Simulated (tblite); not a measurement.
C4HN2OS (charge -1).
Numbering: `[C-:1]#[N+:2][c:3]1[n:4][cH:5][c:6]([O-:7])[s:8]1` (hydrogens: H9 on C5)
Bond orders are those of one Lewis drawing.

Computed with GFN2-xTB (tblite), gas phase: L-BFGS steps from a force-field or distance-geometry start until the largest atomic force falls under 0.01 eV/Å.

Step 8: E = -609.7668 eV
```
atom  x, y, z in Å  |  force x, y, z in eV/Å
C1      3.4454   -0.1603    0.0095    0.182  -0.022  -0.123
N2      2.2786   -0.1176   -0.1212    0.058  -0.007  -0.078
C3      0.9529   -0.0529   -0.1284   -0.041   0.010   0.209
N4      0.2793    0.1069    0.9678   -0.083   0.017   0.050
C5     -1.0343    0.1410    0.7632   -0.143   0.005   0.030
C6     -1.5206    0.0054   -0.5415   -0.022   0.027   0.234
O7     -2.6623    0.0031   -0.9798    0.012  -0.024  -0.203
S8     -0.0284   -0.1883   -1.5991    0.015  -0.004  -0.084
H9     -1.6970    0.2687    1.6043    0.022   0.000  -0.034
```

Step 9: E = -609.7708 eV
```
atom  x, y, z in Å  |  force x, y, z in eV/Å
C1      3.4479   -0.1609    0.0046    0.138  -0.021  -0.138
N2      2.2811   -0.1184   -0.1273   -0.104   0.010   0.016
C3      0.9515   -0.0530   -0.1231    0.078  -0.002   0.108
N4      0.2746    0.1076    0.9699   -0.001   0.011   0.090
C5     -1.0401    0.1414    0.7656   -0.028   0.010   0.083
C6     -1.5177    0.0055   -0.5394   -0.168   0.015   0.083
O7     -2.6566    0.0019   -0.9870    0.014  -0.019  -0.157
S8     -0.0274   -0.1880   -1.5989    0.043   0.002  -0.002
H9     -1.6995    0.2697    1.6104    0.027  -0.007  -0.082
```

Problem. Estimate the geometry and energy of step 10. (The exact step hangs on the optimiser's Hessian estimate; all steps are aligned on step 9, rigid shifts and turns removed.)

Solution. E = -609.7735 eV, largest force 0.161 eV/Å
```
atom  x, y, z in Å  |  force x, y, z in eV/Å
C1      3.4502   -0.1616   -0.0013    0.044  -0.018  -0.153
N2      2.2822   -0.1187   -0.1306   -0.081   0.016   0.087
C3      0.9519   -0.0530   -0.1184    0.031   0.003   0.088
N4      0.2710    0.1084    0.9735    0.111  -0.006   0.027
C5     -1.0436    0.1417    0.7682    0.024   0.006   0.050
C6     -1.5186    0.0059   -0.5363   -0.157   0.002  -0.035
O7     -2.6528    0.0009   -0.9946   -0.020  -0.012  -0.107
S8     -0.0260   -0.1878   -1.5985    0.057   0.010   0.095
H9     -1.7007    0.2703    1.6129   -0.010  -0.002  -0.052
```

The energy changes by -0.0026 eV. The first-order estimate −F·Δx gives -0.0037 eV and the mean of the old and new forces, exact on a quadratic surface, -0.0026 eV. The step makes an angle of 50° with the force vector and moves no atom by more than 0.009 Å.

What follows is the cost of the whole relaxation. The run took 0.11 s on an Arm Neoverse V2 with one thread, shared host with 32 logical CPUs at a one-minute load of 22.
